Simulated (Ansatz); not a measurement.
`CC(F)(F)[SiH3]`, relaxed with RKS PBE0-D4/def2-TZVP in the Gaussian-basis code of Ansatz from a PBE-D4/def2-SVP geometry. The force threshold is 0.005 eV/Å; the program also tests the step.

Total charge 0; spin multiplicity 1.

Start:

```xyz
11

C     1.239    0.748   -0.217
C     0.407   -0.494    0.012
F     0.857   -1.130    1.161
F     0.620   -1.376   -1.039
Si   -1.512   -0.270    0.193
H     0.932    1.255   -1.152
H     2.306    0.455   -0.299
H     1.124    1.453    0.629
H    -2.056    0.355   -1.061
H    -2.122   -1.621    0.409
H    -1.796    0.626    1.365
```

Question: How much energy does the relaxation release, and in how many steps? (Best estimate.)

Answer: Ansatz gave: 3.49 kJ/mol, in 6 steps, 1 of them rejected.

Question: Which bonds change most? (Estimate.)

Answer: Ansatz gave: Si5–H11 from 1.502 to 1.484 Å; Si5–H9 from 1.502 to 1.484 Å; C1–H7 from 1.110 to 1.092 Å; Si5–H10 from 1.498 to 1.481 Å.

Question: Give the relaxed structure. (An estimate is asked.)

Answer: Ansatz gave: 
```xyz
11

C     1.218    0.741   -0.214
C     0.403   -0.500    0.013
F     0.866   -1.132    1.144
F     0.633   -1.374   -1.025
Si   -1.499   -0.266    0.191
H     0.903    1.235   -1.134
H     2.272    0.467   -0.296
H     1.092    1.431    0.622
H    -2.012    0.360   -1.054
H    -2.120   -1.593    0.406
H    -1.754    0.629    1.348
```
